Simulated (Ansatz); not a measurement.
The pair A = CH3NO (SMILES NC=O) (first 6 atoms), B = H2Se (SMILES [SeH2]); geometry from B3LYP-D3(BJ)/def2-TZVP.
(charge 0, multiplicity 1):
| atom | x (Å) | y (Å) | z (Å) |
|---|---|---|---|
| N | -1.0944 | -0.4170 | 0.1949 |
| C | 0.1748 | -0.3141 | -0.2577 |
| O | 1.1568 | -0.1900 | 0.4447 |
| H | -1.2677 | -0.3853 | 1.1908 |
| H | -1.8645 | -0.5103 | -0.4431 |
| H | 0.2406 | -0.3562 | -1.3601 |
| Se | 0.1270 | 0.0014 | 3.5432 |
| H | -0.2982 | -0.7062 | 4.7641 |
| H | 0.9117 | -1.1463 | 3.0768 |

Frozen-core correlation. Filled d and f shells under p-block atoms count as core. MP2 and its Hartree–Fock in aug-cc-pVTZ are density fitted.

Codes used: Ansatz (Gaussian basis) for Hartree–Fock, density functionals and correlated methods. 

The counterpoise-corrected interaction energy is E(AB) − E(A in the pair's basis) − E(B in the pair's basis). Total energies (hartree):

```tsv
level	AB	A in the pair's basis	B in the pair's basis
HF/aug-cc-pVDZ	-2569.9410184	-168.9637837	-2400.9750693
MP2/aug-cc-pVDZ	-2570.5921906	-169.4741326	-2401.1122689
HF/aug-cc-pVTZ	-2570.0557560	-169.0047588	-2401.0490335
MP2/aug-cc-pVTZ	-2570.8491734	-169.6207426	-2401.2219483
CCSD(T)/aug-cc-pVDZ	-2570.6538644	-169.5095087	-2401.1388792
```

Problem. Work out the counterpoise-corrected interaction energy at the basis-set limit: extrapolate the MP2 correlation part as X⁻³, take Hartree–Fock from the larger set, and add the CCSD(T) − MP2 difference of aug-cc-pVDZ.

Solution. 
1. Differences (1 hartree = 627.509 kcal/mol): HF/aug-cc-pVDZ -1.359; MP2/aug-cc-pVDZ -3.633; HF/aug-cc-pVTZ -1.232; MP2/aug-cc-pVTZ -4.068; CCSD(T)/aug-cc-pVDZ -3.437.
2. Correlation parts, MP2 less HF: -2.274 in aug-cc-pVDZ (X = 2), -2.836 in aug-cc-pVTZ (X = 3).
3. Limit (3³·(-2.836) − 2³·(-2.274))/(3³ − 2³) = -3.072; with HF/aug-cc-pVTZ it gives -4.304.
4. CCSD(T) less MP2 in aug-cc-pVDZ: 0.196.
Result: -4.11 kcal/mol, against -3.63 at MP2/aug-cc-pVDZ. It is an estimate of this method's limit, not of the exact value.

Ansatz is a quantum-chemistry and plane-wave program.
